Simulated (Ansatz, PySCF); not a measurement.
Species: AsH5, charge 0, multiplicity 1. SMILES: [AsH5]
Geometry: optimised at B3LYP-D3(BJ)/def2-TZVP (Ansatz, a first-principles code).

Quantity: atomisation energy (electronic, to ground-state atoms), in eV. Correlated levels leave the core frozen unless marked. UHF or UKS for open shells. Spin-orbit coupling is left out. The frozen core is the preceding noble-gas configuration, with the filled d and f shells of earlier blocks. No relativistic terms. The coupled-cluster limit lacks core correlation, which all-electron functionals hold. CBS(X,Y): correlation extrapolated as X^-3; Hartree-Fock from the larger set.

| level | program | atomisation energy (eV) |
|---|---|---|
| PBE0-D4/def2-TZVPD | Ansatz + dftd4 | [?] |
| TPSSh-D3(BJ)/def2-TZVPD | PySCF + dftd3 | 12.50 |
| CCSD(T)/CBS(def2-TZVPPD,def2-QZVPPD) | Ansatz | [?] |

Task: Complete the blanks.

Result: 
- PBE0-D4/def2-TZVPD, atomisation energy (eV): 11.67
- CCSD(T)/CBS(def2-TZVPPD,def2-QZVPPD), atomisation energy (eV): 11.90
